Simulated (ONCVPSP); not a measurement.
# Transferability test, ONCV potential for F

* Element: fluorine (F)
* Generator: ONCVPSP 4.0.1
* Type: optimised norm-conserving Vanderbilt (ONCV)
* Functional: LDA (Perdew-Wang 92)
* Relativity: scalar-relativistic
* Frozen core: [He]
* Valence charge: 7
* Reference configuration: 2s1 2p6
* Partial waves: 2s: rc 0.70 bohr, ncon 3, nbas 6, qcut 9.4 1/bohr, 1 projector; 2p: rc 1.15 bohr, ncon 3, nbas 7, qcut 13.2 1/bohr, 1 projector; d scattering state at 0.02 Ha: rc 1.10 bohr, ncon 3, nbas 7, qcut 9.9 1/bohr, 1 projector
* Local potential: polynomial inside 0.55 bohr (lpopt 5, dvloc0 0 Ha)
* Core correction: Teter function, fcfact 4, rcfact 1.55

Energies are relative to the spin-unpolarised reference configuration 2s1 2p6; without spin polarisation the order of configurations can differ from experiment.

| valence configuration | charge | ΔE all-electron (eV) | error AE − PS (meV) |
| --- | --- | --- | --- |
| 2s2 2p5 | 0 | -18.392 | +19 |
| 2s2 2p4 | +1 | 1.166 | +52 |
| 2s2 2p3 | +2 | 39.684 | +156 |

Q: What are ΔE and the potential's error for 2s2 2p1?

A: ΔE = 186.301 eV all-electron; the error (AE − PS) is +1135 meV.

Levels in the configuration 2s2 2p5:

```json
{"level": "2s", "all-electron (eV)": "-29.649", "pseudo (eV)": "-29.671"}
{"level": "2p", "all-electron (eV)": "-11.295", "pseudo (eV)": "-11.277"}
```

Note: no bound ghost flagged; GHOST(+) flagged for d at 126.4 eV.
